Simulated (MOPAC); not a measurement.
Input for MOPAC: AM1 on dimethyl selenide (SMILES C[Se]C), a point of a bond scan (R = 1.469 Å).

```
AM1 1SCF PRECISE CHARGE=0 THREADS=1
C2H6Se

C      1.44143353 1    -0.25391618 1     0.82995547 1
Se     0.01351776 1     0.12218640 1    -0.46064119 1
C     -1.48827853 1    -0.16951364 1     0.76636954 1
H      1.32605091 1    -1.63182850 1     1.32534369 1
H      2.38542165 1    -0.13533401 1     0.30226081 1
H      1.39575228 1     0.45247820 1     1.65618763 1
H     -1.47767316 1    -1.19295724 1     1.13540895 1
H     -2.40011371 1     0.00253324 1     0.19839643 1
H     -1.43788580 1     0.53411293 1     1.59468687 1
```

The log:

```
*******************************************************************************
 **                                                                           **
 **                              MOPAC v23.2.5                                **
 **                                                                           **
 *******************************************************************************
 ** MOPAC's Digital Object Identifier: https://doi.org/10.5281/zenodo.6511958 **
 **                                                                           **
 ** Please cite the open-source release paper for use of this MOPAC version:  **
 ** J. E. Moussa and J. J. P. Stewart (2026)                                  **
 ** MOPAC: An open-source semiempirical molecular orbital program             **
 ** J. Open Source Softw., 11(119), 8025, https://doi.org/10.21105/joss.08025 **
 *******************************************************************************

                              AM1 CALCULATION RESULTS

 *******************************************************************************
 *  AM1        - The AM1 Hamiltonian to be used
 *
 *
 *
 *                 CHARGE ON SYSTEM = 0
 *
 *
 *
 *  PRECISE    - TIGHTER CRITERIA TO BE USED
 *  1SCF       - DO 1 SCF AND THEN STOP
 *  THREADS=1  - MULTI-THREADING NOT USED
 *  T=         - A TIME OF 172800.0 SECONDS REQUESTED
 *  DUMP=N     - RESTART FILE WRITTEN EVERY 7200.0 SECONDS REQUESTED
 *******************************************************************************
AM1 1SCF PRECISE CHARGE=0 THREADS=1
 C2H6Se

   ATOM   CHEMICAL          X               Y               Z
  NUMBER   SYMBOL      (ANGSTROMS)     (ANGSTROMS)     (ANGSTROMS)

     1       C          1.44143353  *  -0.25391618  *   0.82995547  *
     2      Se          0.01351776  *   0.12218640  *  -0.46064119  *
     3       C         -1.48827853  *  -0.16951364  *   0.76636954  *
     4       H          1.32605091  *  -1.63182850  *   1.32534369  *
     5       H          2.38542165  *  -0.13533401  *   0.30226081  *
     6       H          1.39575228  *   0.45247820  *   1.65618763  *
     7       H         -1.47767316  *  -1.19295724  *   1.13540895  *
     8       H         -2.40011371  *   0.00253324  *   0.19839643  *
     9       H         -1.43788580  *   0.53411293  *   1.59468687  *



          CARTESIAN COORDINATES

    NO.       ATOM           X           Y           Z

     1         C          1.4414     -0.2539      0.8300
     2        Se          0.0135      0.1222     -0.4606
     3         C         -1.4883     -0.1695      0.7664
     4         H          1.3261     -1.6318      1.3253
     5         H          2.3854     -0.1353      0.3023
     6         H          1.3958      0.4525      1.6562
     7         H         -1.4777     -1.1930      1.1354
     8         H         -2.4001      0.0025      0.1984
     9         H         -1.4379      0.5341      1.5947

  H: (AM1): M.J.S. DEWAR ET AL, J. AM. CHEM. SOC. 107 3902-3909 (1985)
  C: (AM1): M.J.S. DEWAR ET AL, J. AM. CHEM. SOC. 107 3902-3909 (1985)
 Se: (AM1): J. J. P. STEWART, J. MOL. MOD., 10, 155-164 (2004)

           Empirical Formula: C2 H6 Se  =     9 atoms



      MOLECULAR POINT GROUP   :   C1


      RHF CALCULATION, NO. OF DOUBLY OCCUPIED LEVELS = 10


 -------------------------------------------------------------------------------
 AM1 1SCF PRECISE CHARGE=0 THREADS=1
 C2H6Se



     1SCF WAS SPECIFIED, SO BFGS WAS NOT USED
     SCF FIELD WAS ACHIEVED


                              AM1 CALCULATION
                                                       MOPAC v23.2.5 Linux




          FINAL HEAT OF FORMATION =         38.27616 KCAL/MOL =     160.14745 KJ/MOL


          COSMO AREA              =        109.34 SQUARE ANGSTROMS
          COSMO VOLUME            =         95.52 CUBIC ANGSTROMS

          IONIZATION POTENTIAL    =          7.462165 EV
          HOMO LUMO ENERGIES (EV) =         -7.462  0.270
          NO. OF FILLED LEVELS    =         10
          MOLECULAR WEIGHT        =        109.0294         POINT GROUP:  C1

          MOLECULAR DIMENSIONS (Angstroms)

            Atom       Atom       Distance
            H     8    H     5     4.78865
           Se     2    H     4     2.45489
            H     6   Se     2     1.72274


          SCF CALCULATIONS        =          1





   ATOM   CHEMICAL          X               Y               Z
  NUMBER   SYMBOL      (ANGSTROMS)     (ANGSTROMS)     (ANGSTROMS)

     1       C          1.44143353  *  -0.25391618  *   0.82995547  *
     2      Se          0.01351776  *   0.12218640  *  -0.46064119  *
     3       C         -1.48827853  *  -0.16951364  *   0.76636954  *
     4       H          1.32605091  *  -1.63182850  *   1.32534369  *
     5       H          2.38542165  *  -0.13533401  *   0.30226081  *
     6       H          1.39575228  *   0.45247820  *   1.65618763  *
     7       H         -1.47767316  *  -1.19295724  *   1.13540895  *
     8       H         -2.40011371  *   0.00253324  *   0.19839643  *
     9       H         -1.43788580  *   0.53411293  *   1.59468687  *

                             CARTESIAN COORDINATES

   1    C        1.441433530    -0.253916180     0.829955470
   2   Se        0.013517760     0.122186400    -0.460641190
   3    C       -1.488278530    -0.169513640     0.766369540
   4    H        1.326050910    -1.631828500     1.325343690
   5    H        2.385421650    -0.135334010     0.302260810
   6    H        1.395752280     0.452478200     1.656187630
   7    H       -1.477673160    -1.192957240     1.135408950
   8    H       -2.400113710     0.002533240     0.198396430
   9    H       -1.437885800     0.534112930     1.594686870


           Empirical Formula: C2 H6 Se  =     9 atoms



      MOLECULAR POINT GROUP   :   C1


                  EIGENVALUES
 -29.16362 -27.27242 -18.62934 -14.27241 -14.14861 -13.81524 -12.50682 -11.60008
 -10.47051  -7.46216   0.26998   0.70204   2.36229   4.34600   4.39637   4.47244
   4.73609   4.87542


              NET ATOMIC CHARGES AND DIPOLE CONTRIBUTIONS

  ATOM NO.   TYPE          CHARGE      No. of ELECS.   s-Pop       p-Pop
    1          C          -0.315893        4.3159     1.31711     2.99879
    2         Se           0.079863        5.9201     1.95559     3.96454
    3          C          -0.308858        4.3089     1.26462     3.04424
    4          H           0.090079        0.9099     0.90992
    5          H           0.095687        0.9043     0.90431
    6          H           0.090129        0.9099     0.90987
    7          H           0.087652        0.9123     0.91235
    8          H           0.094027        0.9060     0.90597
    9          H           0.087314        0.9127     0.91269
 DIPOLE           X         Y         Z       TOTAL
 POINT-CHG.    -0.009    -0.166     0.093     0.190
 HYBRID        -0.013    -0.158     1.063     1.075
 SUM           -0.021    -0.324     1.156     1.201


          ATOMIC ORBITAL ELECTRON POPULATIONS

     Atom    s        px        py        pz
    1  C   1.31711   0.99165   1.01296   0.99418
    2 Se   1.95559   0.96561   1.91108   1.08784
    3  C   1.26462   0.99910   1.03365   1.01148
    4  H   0.90992
    5  H   0.90431
    6  H   0.90987
    7  H   0.91235
    8  H   0.90597
    9  H   0.91269

 **********************
 *                    *
 * JOB ENDED NORMALLY *
 *                    *
 **********************




 == MOPAC DONE ==
```

The run finished.

Cost: very roughly 0.03 core-seconds.
